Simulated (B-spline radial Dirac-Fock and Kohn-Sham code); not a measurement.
Calculated with a radial atomic solver, using Dirac-Fock ΔSCF + Breit + QED. Correlation and solid-state effects are left out.

**Question.** An atom or ion in its tabulated ground configuration has these computed binding energies (the last is its least bound level). Which is it?

| level | binding energy (eV) |
| --- | --- |
| 1s | 28500.3 |
| 2p1/2 | 4489.3 |
| 3p1/2 | 1223.9 |
| 3p3/2 | 1184.2 |
| 3d3/2 | 972.1 |
| 3d5/2 | 964.1 |
| 4s | 559.3 |

**Answer.** In¹⁹⁺: Z = 49 with 30 electrons, [Ar] 3d10 4s2. The hydrogen-like estimate √(E/Ry) = 45.8 for the K level lies 3.2 below Z (screening lowers it, relativity raises it); the outermost level, at 559.3 eV, fixes the charge.
